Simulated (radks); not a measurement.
Effect of the nuclear size on neutral germanium, [Ar] 3d10 4s2 4p2. All-electron calculation, Dirac Kohn-Sham, relativistic LDA (MacDonald-Vosko exchange, VWN5 correlation), spin-unpolarised, spherical densities, finite nucleus; open shells are shared between the two j in proportion to 2j + 1; Fermi nuclear charge, rms radius 4.0742 fm. Program: a radial shooting solver on a logarithmic mesh with Libxc functionals. The rms radius is varied about that value; shifts are against it.

[
 {"rms radius (fm)": "3.459", "total energy shift (eV)": "-0.0940", "density at nucleus (e/bohr^3)": "3.174e+04", "1s1/2 shift (meV)": "-39.8", "2s1/2 shift (meV)": "-3.88", "3p1/2 shift (meV)": "0.058", "4s1/2 shift (meV)": "-0.041"},
 {"rms radius (fm)": "3.9112", "total energy shift (eV)": "-0.0263", "density at nucleus (e/bohr^3)": "3.149e+04", "1s1/2 shift (meV)": "-11.1", "2s1/2 shift (meV)": "-1.09", "3p1/2 shift (meV)": "0.016", "4s1/2 shift (meV)": "-0.011"},
 {"rms radius (fm)": "4.0742", "total energy shift (eV)": "0", "density at nucleus (e/bohr^3)": "3.141e+04", "1s1/2 shift (meV)": "0.000", "2s1/2 shift (meV)": "0.000", "3p1/2 shift (meV)": "0.000", "4s1/2 shift (meV)": "0.000"},
 {"rms radius (fm)": "4.2249", "total energy shift (eV)": "0.0252", "density at nucleus (e/bohr^3)": "3.134e+04", "1s1/2 shift (meV)": "10.7", "2s1/2 shift (meV)": "1.04", "3p1/2 shift (meV)": "-0.016", "4s1/2 shift (meV)": "0.011"},
 {"rms radius (fm)": "4.8035", "total energy shift (eV)": "0.130", "density at nucleus (e/bohr^3)": "3.108e+04", "1s1/2 shift (meV)": "55.0", "2s1/2 shift (meV)": "5.37", "3p1/2 shift (meV)": "-0.080", "4s1/2 shift (meV)": "0.056"}
]

Slopes of the eigenvalues against <r^2> in GHz/fm^2, as finite differences over the two radii next to the reference (eigenvalue slopes, not the field-shift constants of lines): 1s1/2 2070, 2s1/2 201, 3p1/2 -3.01.
